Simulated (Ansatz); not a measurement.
Consider the atomization: `F[SiH]([SiH3])P` → F• + 6 H• + P• + 2 Si•.

Calculated with Ansatz (gas phase, PBE0-D4/def2-TZVP geometries, no zero-point term in ΔE). CBS: MP2 limit from def2 TZ/QZ plus the TZ coupled-cluster correction, frozen cores. This one scheme is used for every species, atoms too. Functionals use def2-TZVPP. B3LYP here is the variant with VWN-RPA as its local correlation; programs differ in this. Open shells (•) are unrestricted, without spin–orbit coupling. Spin–orbit coupling would lower the free atoms: a little for F, Si. One conformer a species, not always the lowest.

```tsv
level	ΔE (eV)	difference from CCSD(T)/CBS
LDA (SPW92)	35.12	3.65
PBE-D4	31.30	-0.17
r2SCAN-D4	31.41	-0.06
B97M-V	31.79	0.32
B3LYP-D4	31.45	-0.02
r2SCANh-D4	31.25	-0.22
BHLYP-D4	30.93	-0.54
BLYP	30.71	-0.76
B3LYP	31.05	-0.42
r2SCANh	31.19	-0.28
MP2/def2-SVP	28.53	-2.94
CCSD/def2-SVP	28.44	-3.03
SCS-MP2/def2-TZVPP	30.69	-0.78
MP2/def2-QZVPP	30.96	-0.51
HF/CBS(def2)	23.31	-8.16
CCSD/CBS(def2)	31.13	-0.34
CCSD(T)/CBS	31.47	0
```

Largest T1 diagnostic among the species: 0.014.

At CCSD(T), def2-SVP lies −2.78 eV from the extrapolated value and def2-TZVPP −0.97 eV: correlation converges slowly with the basis, and small sets miss more of it in the bonded molecule than in its fragments. In def2-TZVPP, CCSD(T) changes the Hartree–Fock value by +7.28 eV (the triples alone add +0.35 eV) and MP2 by +7.15 eV; breaking electron pairs costs correlation energy, which Hartree–Fock lacks.

For atomizations the MP2-based limit and the directly extrapolated one differ by several kJ/mol either way, and by 10 to 25 for some Ge, Se and Sn compounds, so smaller differences from it don't rank the levels.
